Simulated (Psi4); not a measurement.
## SiHI3 (triiodosilane): the vertical ionisation energy from total energies

The species is SiHI3 (5 atoms), meant as a singlet with charge 0. As SMILES, `I[SiH](I)I`. The coordinates come from a PBE0-D4/def2-TZVP relaxation.

| atom | x (Å) | y (Å) | z (Å) |
| --- | --- | --- | --- |
| I | -1.4269 | -0.0664 | 1.9041 |
| Si | 0.0559 | 0.1519 | -0.0039 |
| I | 1.9490 | -1.3504 | 0.2095 |
| I | -1.1426 | -0.2721 | -2.0705 |
| H | 0.5647 | 1.5369 | -0.0392 |

Both states at this one shape; open shells run unrestricted unless said. 1 Eh = 27.2114 eV.

| level | program | singlet SiHI3 (Eh) | doublet [SiHI3]+ (Eh) | HOMO of the first (eV) |
| --- | --- | --- | --- | --- |
| BLYP/def2-SVP (core potential) | Psi4 | -1183.032651 | -1182.713557 | -6.21 |
| r2SCAN/def2-SVP (core potential) | Psi4 | -1183.540583 | -1183.201659 | -6.83 |
| PBE0/def2-SVP (core potential) | Psi4 | -1183.137274 | -1182.792420 | -7.62 |

Task: Work out the vertical ionisation energy at each level.

Result: 
1. BLYP/def2-SVP (core potential): -1182.713557 − (-1183.032651) = 0.319094 Eh = 8.68 eV; −ε(HOMO) = 6.21 eV.
2. r2SCAN/def2-SVP (core potential): -1183.201659 − (-1183.540583) = 0.338924 Eh = 9.22 eV; −ε(HOMO) = 6.83 eV.
3. PBE0/def2-SVP (core potential): -1182.792420 − (-1183.137274) = 0.344854 Eh = 9.38 eV; −ε(HOMO) = 7.62 eV.

No measured value is set beside it here; the levels span 8.68 to 9.38 eV. In semi-local functionals −ε(HOMO) lies far under the ionisation energy, a result of self-interaction. Spin-orbit coupling is left out.
